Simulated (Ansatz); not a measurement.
A nudged elastic band was laid between two geometries of CH₄AlFN (8 atoms, charge 1, multiplicity 1).

These are results of Ansatz 0.2.0, RKS r2SCAN/def2-SVP, not measurements.

```json
{"movable images": "9", "climbing image": "yes", "spring": "5.0 eV/Å²", "optimiser": "quadratic models (default)", "start path": "IDPP", "force threshold": "0.05 eV/Å", "iteration limit": "60", "end points": "relaxed"}
```

Initial state:

```xyz
8
Properties=species:S:1:pos:R:3
C -0.465 1.135 -0.630
N -0.497 0.160 0.204
Al 0.840 -1.226 0.450
F 0.268 -2.190 1.646
H 0.393 1.248 -1.308
H -1.281 1.869 -0.687
H -1.335 0.126 0.802
H 2.076 -1.123 -0.478
```

Final state:

```xyz
8
Properties=species:S:1:pos:R:3
C -0.566 1.076 -0.508
N -0.563 0.084 0.311
Al 0.893 -1.196 0.386
F 1.903 -0.617 -0.777
H 0.286 1.206 -1.191
H -1.399 1.792 -0.537
H -1.389 0.022 0.920
H 0.835 -2.367 1.397
```

Q: What changes between the two ends?

A: No bond is made or broken. The dihedral C1–N2–Al3–F4 goes from 180 to 0°.

Q: Give the energies along the band, and the barrier.

A: The run converged. The highest image is number 5 of 0 to 10, 0.163 eV above the first end and 0.221 eV above the last; the last end lies 0.058 eV below the first. A vibrational analysis at the climbing image gives one clearly imaginary mode, 116i cm⁻¹: a first-order saddle point. Limits of this set-up: the dipole of an ion depends on the origin.

```json
{"image": "0", "path coordinate (Å)": "0.00", "energy (eV)": "0.000", "dihedral C1–N2–Al3–F4 (°)": "180"}
{"image": "1", "path coordinate (Å)": "0.48", "energy (eV)": "0.017", "dihedral C1–N2–Al3–F4 (°)": "160"}
{"image": "2", "path coordinate (Å)": "0.96", "energy (eV)": "0.059", "dihedral C1–N2–Al3–F4 (°)": "141"}
{"image": "3", "path coordinate (Å)": "1.44", "energy (eV)": "0.109", "dihedral C1–N2–Al3–F4 (°)": "123"}
{"image": "4", "path coordinate (Å)": "1.92", "energy (eV)": "0.149", "dihedral C1–N2–Al3–F4 (°)": "105"}
{"image": "5", "path coordinate (Å)": "2.40", "energy (eV)": "0.163", "dihedral C1–N2–Al3–F4 (°)": "87"}
{"image": "6", "path coordinate (Å)": "2.89", "energy (eV)": "0.144", "dihedral C1–N2–Al3–F4 (°)": "69"}
{"image": "7", "path coordinate (Å)": "3.37", "energy (eV)": "0.094", "dihedral C1–N2–Al3–F4 (°)": "51"}
{"image": "8", "path coordinate (Å)": "3.85", "energy (eV)": "0.026", "dihedral C1–N2–Al3–F4 (°)": "34"}
{"image": "9", "path coordinate (Å)": "4.34", "energy (eV)": "-0.035", "dihedral C1–N2–Al3–F4 (°)": "17"}
{"image": "10", "path coordinate (Å)": "4.82", "energy (eV)": "-0.058", "dihedral C1–N2–Al3–F4 (°)": "0"}
```

Q: What is the geometry of the highest image?

A: 
```xyz
8
Properties=species:S:1:pos:R:3:forces:R:3
C -0.508 1.288 -0.084 -0.01 -0.03 0.00
N -0.567 0.006 -0.106 0.01 0.02 0.00
Al 0.890 -1.288 0.076 0.00 0.00 0.01
F 1.083 -1.563 1.681 0.00 0.00 0.00
H 0.459 1.799 0.021 0.00 0.01 0.00
H -1.414 1.904 -0.168 0.00 0.01 0.00
H -1.525 -0.357 -0.201 0.00 0.00 -0.01
H 1.581 -1.788 -1.218 -0.01 0.00 0.00
```

Q: What are the harmonic wavenumbers there?

A: 116i, 162, 229, 417, 456, 530, 597, 919, 1079, 1129, 1143, 1432, 1475, 1701, 2103, 3118, 3244, 3446 cm⁻¹.

Run time: 2.2 min on 2 threads of Arm Neoverse V1, on a shared host, peak memory 0.13 GiB.
